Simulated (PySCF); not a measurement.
SMILES Cl[Si](Cl)(Cl)O[Si](Cl)(Cl)Cl (Cl6OSi2), singlet, B3LYP/def2-SVP optimised geometry.

```
9

Cl    -0.30    -1.92    -4.21
Si    -1.27    -2.75    -2.61
Cl    -3.23    -3.10    -3.09
Cl    -0.36    -4.51    -2.08
O     -1.22    -1.71    -1.35
Si    -0.68    -0.96     0.00
Cl     1.37    -0.96     0.00
Cl    -1.37    -1.96     1.65
Cl    -1.37     0.96     0.00
```

Density from PySCF 2.14.0 with B3LYP/def2-TZVP at that geometry.

Minimum of the electron density along straight lines between bonded atoms, close to the bond critical point (lines longer than 1.1 times the sum of covalent radii, or with two minima, are not listed):

```
bond     length / Å  ρ at the minimum / e bohr⁻³  ∇²ρ there / e bohr⁻⁵  position (fraction from the first atom)
-------  ----------  ---------------------------  --------------------  ---------------------------------------
Cl1–Si2       2.047                        0.105                  0.19                                     0.64
Si2–Cl3       2.045                        0.106                  0.20                                     0.36
Si2–Cl4       2.049                        0.105                  0.19                                     0.36
Si2–O5        1.637                        0.136                  0.84                                     0.41
O5–Si6        1.637                        0.136                  0.84                                     0.59
Si6–Cl7       2.049                        0.105                  0.19                                     0.36
Si6–Cl8       2.047                        0.105                  0.19                                     0.36
Si6–Cl9       2.045                        0.106                  0.20                                     0.36
```
